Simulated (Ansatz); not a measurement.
Start from `OC(O)(F)[SiH3]` and change one atom or group to get `OC(O)(F)CF`.

Ansatz, PBE0-D4/def2-TZVP geometries, multiplicity 1. Each molecule was computed in one conformer, which needn't be the lowest.

```json
{"property": "HOMO energy (PBE/def2-TZVPP) / eV", "`OC(O)(F)[SiH3]`": "-6.93"}
{"property": "HOMO energy (ωB97M-V/def2-TZVPP) / eV", "`OC(O)(F)[SiH3]`": "-10.78"}
{"property": "LUMO energy (B3LYP/def2-TZVPP) / eV", "`OC(O)(F)[SiH3]`": "0.04"}
{"property": "LUMO energy (PBE/def2-TZVPP) / eV", "`OC(O)(F)[SiH3]`": "-0.51"}
{"property": "HOMO–LUMO gap (PBE/def2-TZVPP) / eV", "`OC(O)(F)[SiH3]`": "6.42"}
{"property": "HOMO energy (PBE0/def2-TZVPP) / eV", "`OC(O)(F)[SiH3]`": "-8.46"}
```

Q: What does the change do to each property? (Best estimate.)

A: The calculation gave: 
```tsv
property	`OC(O)(F)CF`	shift
HOMO energy (PBE/def2-TZVPP) / eV	-7.54	-0.61
HOMO energy (ωB97M-V/def2-TZVPP) / eV	-11.82	-1.04
LUMO energy (B3LYP/def2-TZVPP) / eV	0.71	0.67
LUMO energy (PBE/def2-TZVPP) / eV	0.22	0.73
HOMO–LUMO gap (PBE/def2-TZVPP) / eV	7.76	1.34
HOMO energy (PBE0/def2-TZVPP) / eV	-9.35	-0.89
```

With PBE0 the HOMO falls by 0.89 eV and the LUMO rises by 0.81 eV, so the gap widens by about 1.70 eV. PBE moves the HOMO by -0.61 eV and ωB97M-V by -1.04 eV.

B3LYP here is the variant with VWN-RPA as its local correlation; programs differ in this.
